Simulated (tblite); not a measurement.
GaP (SMILES [P]=[Ga]), triplet, at a GFN2-xTB geometry (such geometries of metal compounds can be far from the true shape); tblite with IPEA1-xTB.

Here is a job for tblite.
```
$ tblite run mol.xyz --method ipea1 --charge 0 --spin 2 --json tblite.json --no-restart

# file mol.xyz
2

Ga    -0.00000000    -0.00000000    -0.74669457
P      0.00000000     0.00000000     1.54316877
```

What the program printed (banner, timings and long lists left out):

```
xTB calculator
 | screened Coulomb repulsion
 | Coulomb electrostatics
 |  * isotropic Klopman-Ohno-Mataga-Nishimoto electrostatics
 |  * onsite third-order electrostatics
 | DFT-D3(BJ) dispersion correction

halogen bonding energy    0.0000000000000E+00 Eh
repulsion energy          1.4900782080405E-02 Eh
dispersion energy        -5.0716782710303E-04 Eh
number of electrons       8.0000000000000E+00 e
integral cutoff           4.0000000000000E+01 bohr

------------------------------------------------------------
  cycle        total energy    energy error   density error
------------------------------------------------------------
      1     -3.797725785117  -3.8121194E+00   3.0350808E-01
      2     -3.806206472894  -8.4806878E-03   1.5442614E-01
      3     -3.823127535090  -1.6921062E-02   1.1685686E-01
      4     -3.826701087715  -3.5735526E-03   4.7396870E-03
      5     -3.826702005490  -9.1777459E-07   1.6648699E-03
      6     -3.826702759177  -7.5368722E-07   1.3123486E-04
      7     -3.826702766215  -7.0374933E-09   3.3486612E-05
      8     -3.826702766589  -3.7399772E-10   4.3888836E-07
------------------------------------------------------------

electronic energy        -3.8410963808420E+00 Eh
total energy             -3.8267027665887E+00 Eh

Post processing:
 | Mayer-Wiberg bond orders

[Info] JSON dump of results written to 'tblite.json'
```
